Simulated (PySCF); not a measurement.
disulfane (H2S2), SMILES SS. Atoms are numbered in the order given.

```xyz
4

S      1.0207     0.0678     0.0551
S     -1.0207    -0.0678     0.0551
H      1.2846    -0.8625    -0.8821
H     -1.2846     0.8625    -0.8821
```

Geometry optimised at PBE0-D3(BJ)/def2-TZVP.

Level of theory: TDDFT-CAM-B3LYP/def2-TZVPD run with PySCF.

Vertical excitations. Isolated molecule, no solvent. State labels are in the subgroup C2.

```tsv
state	symmetry	energy (eV)	λ (nm)	f	main pairs
S1	B	4.88	254	0.011	HOMO→LUMO 86 %
S2	A	4.88	254	0.004	HOMO−1→LUMO 86 %
S3	A	5.95	208	0.010	HOMO→LUMO+1 83 %
S4	B	5.99	207	0.014	HOMO−1→LUMO+1 78 %
S5	A	6.76	183	0.003	HOMO−1→LUMO+2 69 %, HOMO−1→LUMO+6 12 %
S6	B	6.77	183	0.020	HOMO→LUMO+2 64 %, HOMO−1→LUMO+1 14 %, HOMO→LUMO+6 11 %
S7	B	7.70	161	0.011	HOMO−1→LUMO+3 50 %, HOMO→LUMO+4 23 %
S8	A	7.72	161	0.001	HOMO→LUMO+3 76 %
S9	B	7.79	159	0.195	HOMO−1→LUMO+3 36 %, HOMO→LUMO+4 32 %, HOMO−2→LUMO 13 %, HOMO→LUMO+2 7 %
S10	B	7.81	159	0.039	HOMO−1→LUMO+5 48 %, HOMO→LUMO+6 16 %, HOMO→LUMO+4 16 %
T1	B	4.19	296	0	HOMO→LUMO 84 %
T2	A	4.24	293	0	HOMO−1→LUMO 84 %
T3	A	5.56	223	0	HOMO→LUMO+1 67 %, HOMO−1→LUMO+2 14 %
T4	B	5.56	223	0	HOMO−1→LUMO+1 62 %, HOMO→LUMO+2 16 %
```
Triplets are in the Tamm–Dancoff approximation, which puts them higher than full response would, so one can lie above its singlet here.
